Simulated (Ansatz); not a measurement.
Consider the redistribution: `N[SiH](O)Br` + `C[O][Sn]([OH])([F])[F]` → `CO[SiH](N)Br` + `[OH][Sn]([OH])([F])[F]`.

Calculated with Ansatz (gas phase, PBE0-D4/def2-TZVP geometries, no zero-point term in ΔE). CBS: MP2 limit from def2 TZ/QZ plus the TZ coupled-cluster correction, frozen cores. Functionals use def2-TZVPP. Elements past krypton have def2 core potentials. For Br, Sn outer-core shells are correlated without core-valence functions, which leaves a few kJ/mol of doubt a bond. Scalar relativity is left out up to krypton. Each species was taken in one conformer, which may not be the lowest.

Question: Is it downhill or uphill in electronic energy at CCSD(T)/CBS, and by how much? (Best estimate.)

Answer: Ansatz gave: Downhill: ΔE = -0.04 eV.

Question: What do these levels give: ωB97M-V, PBE0, HF/def2-QZVPP, SCS-MP2/def2-QZVPP, HF/CBS(def2), MP2/CBS(def2)? (An estimate is asked.)

Answer: Computed: ωB97M-V -0.07, PBE0 -0.06, HF/def2-QZVPP -0.05, SCS-MP2/def2-QZVPP -0.05, HF/CBS(def2) -0.05, MP2/CBS(def2) -0.05 eV.

Largest T1 diagnostic among the species: 0.015.
